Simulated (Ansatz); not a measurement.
Geometry optimisation of TiS₂⁺.

```yaml
crystal:
  periodic: [false, false, false]
  atoms:
    - {symbol: Ti, position_ang: [0.868210, -0.750120, 1.077700]}
    - {symbol: S, position_ang: [1.258220, 0.865730, -1.229200]}
    - {symbol: S, position_ang: [-2.126440, -0.115610, 0.151500]}
basis:
  gaussian: {orbitals: def2-TZVP}
total_charge: 1
magnetization: {spin_polarized: true, initial_magnetization: 1}
hamiltonian: {xc: pbe0, dispersion: d4}
scf: {lower_state_search: "off"}
output: {orbitals: {seedname: orbitals}}
relax: {f_tol: 0.02, max_steps: 100}
```

```sh
$ ansatz run in.yaml --threads 4 --pin off --events-out ev --progress --plain --max-ram 3916MiB
```

It prints (some lines left out):

```
Functional definition: PBE0
mean field -44761.92276214 eV, -1644.9703207876 hartree, gradient 5.9e-6 eV, S^2 2.885129; 0 other end points of the search recorded, 0 dependent functions left out
relax step   1: F+E_penalty+E_count = -44762.03357350 eV  Δ(F+E_penalty+E_count) = +0.000e0 eV  max|allowed force component| = 2.154e0 eV/Å  Δτ_max = 0.0000 Å  (142 SCF iters, accepted)
mean field -44763.06308547 eV, -1645.0122268973 hartree, gradient 1.8e-6 eV, S^2 2.652888; 0 other end points of the search recorded, 0 dependent functions left out
relax step   2: F+E_penalty+E_count = -44763.13678701 eV  Δ(F+E_penalty+E_count) = -1.103e0 eV  max|allowed force component| = 2.584e0 eV/Å  Δτ_max = 0.1986 Å  (103 SCF iters, accepted)
mean field -44764.42162583 eV, -1645.0621523345 hartree, gradient 2.2e-6 eV, S^2 1.937373; 0 other end points of the search recorded, 0 dependent functions left out
relax step   3: F+E_penalty+E_count = -44764.49890242 eV  Δ(F+E_penalty+E_count) = -1.362e0 eV  max|allowed force component| = 2.536e0 eV/Å  Δτ_max = 0.1949 Å  (48 SCF iters, accepted)
mean field -44765.44700727 eV, -1645.0998344073 hartree, gradient 2.1e-6 eV, S^2 1.214068; 0 other end points of the search recorded, 0 dependent functions left out
relax step   4: F+E_penalty+E_count = -44765.52802708 eV  Δ(F+E_penalty+E_count) = -1.029e0 eV  max|allowed force component| = 2.508e0 eV/Å  Δτ_max = 0.1955 Å  (50 SCF iters, accepted)
mean field -44765.98571051 eV, -1645.1196313862 hartree, gradient 2.6e-6 eV, S^2 0.800046; 0 other end points of the search recorded, 0 dependent functions left out
relax step   5: F+E_penalty+E_count = -44766.06900207 eV  Δ(F+E_penalty+E_count) = -5.410e-1 eV  max|allowed force component| = 2.257e0 eV/Å  Δτ_max = 0.1952 Å  (40 SCF iters, accepted)
mean field -44766.12718760 eV, -1645.1248305734 hartree, gradient 2.2e-6 eV, S^2 0.830493; 0 other end points of the search recorded, 0 dependent functions left out
relax step   6: F+E_penalty+E_count = -44766.21046702 eV  Δ(F+E_penalty+E_count) = -1.415e-1 eV  max|allowed force component| = 1.025e-1 eV/Å  Δτ_max = 0.0712 Å  (41 SCF iters, accepted)
mean field -44766.12763724 eV, -1645.1248470974 hartree, gradient 2.7e-6 eV, S^2 0.828739; 0 other end points of the search recorded, 0 dependent functions left out
relax step   7: F+E_penalty+E_count = -44766.21086695 eV  Δ(F+E_penalty+E_count) = -3.999e-4 eV  max|allowed force component| = 2.904e-2 eV/Å  Δτ_max = 0.0069 Å  (32 SCF iters, accepted)
mean field -44766.12766260 eV, -1645.1248480293 hartree, gradient 2.3e-6 eV, S^2 0.829074; 0 other end points of the search recorded, 0 dependent functions left out
relax step   8: F+E_penalty+E_count = -44766.21089749 eV  Δ(F+E_penalty+E_count) = -3.054e-5 eV  max|allowed force component| = 6.712e-3 eV/Å  Δτ_max = 0.0013 Å  (24 SCF iters, accepted)
Total energy: -44766.21092537 eV, -1645.1279078798 hartree
Atom 0 at     0.460281    -0.490784     0.704415 Å, force    -0.004211     0.002003    -0.002890 eV/Å
Atom 1 at     1.062414     0.646496    -0.917129 Å, force    -0.002501    -0.001767     0.002509 eV/Å
Atom 2 at    -1.522705    -0.155712     0.212714 Å, force     0.006712    -0.000237     0.000381 eV/Å
Dipole moment:     0.559289    -0.596409     0.856017 e Å
Checks for a lower state left out: stability, starts, cluster_reference, orbital_swaps, neighbouring_geometries, increment
```

Run time 16 s (4 threads of Intel Xeon Platinum 8375C on a shared host).

The charge 1 doublet is spin-contaminated (final ⟨S²⟩ up to 0.83, 0.75 for a pure state). The relaxation made no stability test and no search for a lower SCF solution. No other spin state of charge 1 was run. Another isomer (doublet) lies 0.66 eV lower at PBE0-D4/def2-TZVP; other spin states weren't run for this one.
